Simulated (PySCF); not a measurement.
A small calculation by hand: oscillator strength and radiative lifetime

C5H6O2, SMILES C1=COC=COC1.

Coordinates come from a B3LYP-D3(BJ)/def2-SVP optimisation. The values are those of a single conformer.

TDA-ωB97X/def2-SVPD (PySCF) puts the first singlet state with f over 0.02 at 5.64 eV (vertical), with the transition dipole (-0.565, 0.253, 0.150) in atomic units.

**Question.** Find the oscillator strength, the wavelength and the radiative lifetime that this transition would have in vacuum if emission retraced absorption.

**Answer.** 
|μ|² = 0.4057 au, so |μ| = 1.62 D. ΔE = 5.64/27.211 = 0.2073 hartree. f = (2/3) ΔE |μ|² = 0.056 (the program prints 0.056).
λ = 1239.84/5.64 = 220 nm; ν = 45490 cm⁻¹.
Einstein's coefficient A = 0.6670 ν² f s⁻¹ (ν in cm⁻¹) = 7.7e7 s⁻¹, so τ = 1/A = 13 ns. This state is S1. The figure is the radiative limit of this one transition; relaxation, internal conversion, crossing to triplets and a medium change what is measured.
